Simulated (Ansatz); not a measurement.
Abridged output of a molecular run in Ansatz:

```
Functional definition: HF
1713 factors; integrals over basis functions are off by at most 1.1e-3 eV
mean field evaluation 1: about -62734.1069 eV, gradient 4.5e1 eV
mean field evaluation 2: about -62734.3863 eV, gradient 4.5e1 eV
mean field evaluation 4: about -62738.6117 eV, gradient 4.6e0 eV
mean field evaluation 8: about -62738.6769 eV, gradient 2.7e-1 eV
mean field -62738.67709831 eV, -2305.6038575603 hartree, gradient 1.7e-6 eV, S^2 0.000000; 0 other end points of the search recorded, 0 dependent functions left out
13 core orbitals not correlated: weight in the atoms' cores, before any rotation towards them, 1.000 or more for the frozen orbitals, at most 0.000 for the correlated occupied ones
reference -62738.67709831 eV, -2305.6038575603 hartree; 21, 21 occupied and 250, 250 virtual orbitals, 1713 factors
second order -29.54067671 eV of doubles, -0.00000000 eV of singles
cycle   1  -29.50790428 eV  change    3.3e-2 eV  update   1.2e-1
cycle   2  -30.30699231 eV  change   -8.0e-1 eV  update   3.6e-2
cycle   3  -30.47361051 eV  change   -1.7e-1 eV  update   1.8e-2
cycle   4  -30.45622030 eV  change    1.7e-2 eV  update   4.0e-3
cycle   5  -30.45541888 eV  change    8.0e-4 eV  update   2.0e-3
cycle   6  -30.45660854 eV  change   -1.2e-3 eV  update   6.2e-4
cycle   7  -30.45631032 eV  change    3.0e-4 eV  update   2.7e-4
cycle   8  -30.45622774 eV  change    8.3e-5 eV  update   6.9e-5
cycle   9  -30.45625016 eV  change   -2.2e-5 eV  update   2.5e-5
perturbative correction -1.11938813 eV, -0.0411367549 hartree
Total energy: -62770.25273660 eV, -2306.7642408646 hartree
```

Its atoms:

Cartesian coordinates in Å:
```
C -1.4201 -1.3215 -0.7754
O -1.0285 0.0040 -1.0523
Ge -0.6458 1.0769 0.3059
O 0.7604 0.4425 1.1790
C 1.9947 0.3631 0.5031
H -0.6237 -1.8904 -0.2812
H -2.3149 -1.3626 -0.1405
H -1.6541 -1.8095 -1.7241
H -0.3167 2.4217 -0.3548
H -1.7740 1.0651 1.3453
H 1.9529 -0.3254 -0.3491
H 2.7425 -0.0068 1.2083
H 2.3271 1.3429 0.1357
```

Which basis set was used?
A. def2-QZVPP
B. def2-TZVPP
C. cc-pV(Q+d)Z
D. def2-TZVPPD

B. It gives 284 functions.

Write the keys of the input that set method, charge and spin (a neutral closed shell needs none for the last two).


```yaml
correlation: {method: ccsd_t}
```
